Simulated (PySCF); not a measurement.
BrH3OSiZn. Atoms are numbered in the order given.

```xyz
7

Zn     0.1820     0.0868     0.0000
Br    -0.1218    -2.1176     0.0000
O      0.5226     1.8197     0.0000
Si    -0.2721     3.2674     0.0000
H     -1.1451     3.4187     1.2037
H      0.7230     4.3739     0.0000
H     -1.1451     3.4187    -1.2037
```
Charge 0, spin multiplicity 1.

Geometry: TPSSh-D3(BJ)/def2-SVP. The structure was generated by enumeration; whether it is a known compound was not checked. Other conformers were not sampled.

Level of theory: PBE0/pcSseg-1 in PySCF.

GIAO shieldings, no solvent; atoms alike by connectivity are averaged. δ = σ(ref) − σ: ¹⁷O against H2O (σ = 334.2 ppm); ²⁹Si against TMS (σ = 352.7 ppm); ¹H against TMS (σ = 31.56 ppm), references at their B3LYP-D3(BJ)/def2-TZVP geometries, non-relativistic (without spin–orbit terms, shifts of atoms bonded to Cl or Br come out too high).

| nucleus | atoms | count | δ (ppm) |
|---|---|---|---|
| ¹⁷O | O3 | 1 | 5.2 |
| ²⁹Si | Si4 | 1 | -32.5 |
| ¹H | H5, H6, H7 | 3 | 5.48 |
